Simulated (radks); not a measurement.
Dy II, 65 electrons, occupied as [Xe] 4f8.5 5d1 6s1.5 (fractional occupations, a model configuration).

Method: Dirac Kohn-Sham, PBE, spin-unpolarised, spherical densities, point nucleus; open shells fill j = l - 1/2 first; computed with a radial shooting solver on a logarithmic mesh with Libxc functionals.

Energy parts (Ry):
part                       energy
total                 -24335.5323
kinetic                26700.6597
electron-nucleus      -59932.1442
Hartree                 9423.3274
exchange-correlation    -527.3751

Orbitals (lengths in bohr, moments of r in powers of bohr; r(max) is where P^2 peaks):
orbital  occ.  eigenvalue (Ry)   <1/r>   r(max)      <r^2>       <r^4>
1s1/2       2        -3940.993   74.59  0.01337  0.0006093   9.913e-07
2s1/2       2        -657.0166   17.86  0.07620   0.009460   0.0001553
2p1/2       2        -624.8515   17.84  0.05740   0.006847  0.00009558
2p3/2       4        -566.0394   15.62  0.06342   0.008074   0.0001279
3s1/2       2        -147.3622   6.525   0.2157    0.06276    0.005959
3p1/2       2        -133.3461   6.440   0.2031    0.05828    0.005384
3p3/2       4        -121.1353   5.875   0.2157    0.06523    0.006692
3d3/2       4        -97.06926   5.756   0.1709    0.05173    0.004773
3d5/2       6        -94.40408   5.617   0.1744    0.05366    0.005104
4s1/2       2        -30.25205   2.732   0.4942     0.3161      0.1453
4p1/2       2        -24.72023   2.625   0.4973     0.3311      0.1639
4p3/2       4        -21.97678   2.432   0.5241     0.3689      0.2036
4d3/2       4        -12.86722   2.215   0.5289     0.4182      0.2842
4d5/2       6        -12.36774   2.167   0.5375     0.4330      0.3048
5s1/2       2         -4.56857   1.051    1.143      1.818       4.892
5p1/2       2         -3.02339  0.9316    1.241      2.283       8.052
5p3/2       4         -2.64240  0.8635    1.318      2.602       10.51
4f5/2       6         -1.50183   1.650   0.5294     0.8032       1.731
4f7/2     2.5         -1.43055   1.630   0.5342     0.8290       1.866
6s1/2     1.5         -0.75272  0.3650    3.047      13.43       269.7
5d3/2       1         -0.72569  0.5571    1.780      6.517       79.78
5d5/2       0         -0.69676  0.5415    1.824      6.879       88.88

The highest occupied level is 5d3/2 at -9.873 eV. Summed over all electrons, <r^2> = 60.31 bohr^2, which gives a Langevin (diamagnetic) susceptibility term of -47.8 x 10^-6 cm^3/mol. The density falls to 0.001 e/bohr^3 at r = 4.67 bohr.
